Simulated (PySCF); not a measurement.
Cd(SiH3)(OSiH3) (CdH6OSi2), SMILES [SiH3][O][Cd][SiH3].

Geometry: B3LYP-D3(BJ)/def2-SVP. The structure was generated by enumeration; whether it is a known compound was not checked. The def2 effective core potentials stand for the cores of Cd; spin–orbit coupling is left out. Other conformers were not sampled.

The numbers are results of B3LYP/def2-TZVP run with PySCF, not measurements.

The molecule is in vacuum.

- total energy: -825.78771 hartree
- highest occupied level: -7.56 eV
- lowest empty level: -1.39 eV
- orbital gap: 6.17 eV
- dipole moment: 2.97 D
- quadrupole, principal values (traceless, Buckingham form, about the centre of nuclear charge): -9.88, 4.55, 5.33 D·Å
- mean static polarisability: 93.6 bohr³ (13.88 Å³)
- polarisability, principal values: 74.0, 74.0, 132.9 bohr³
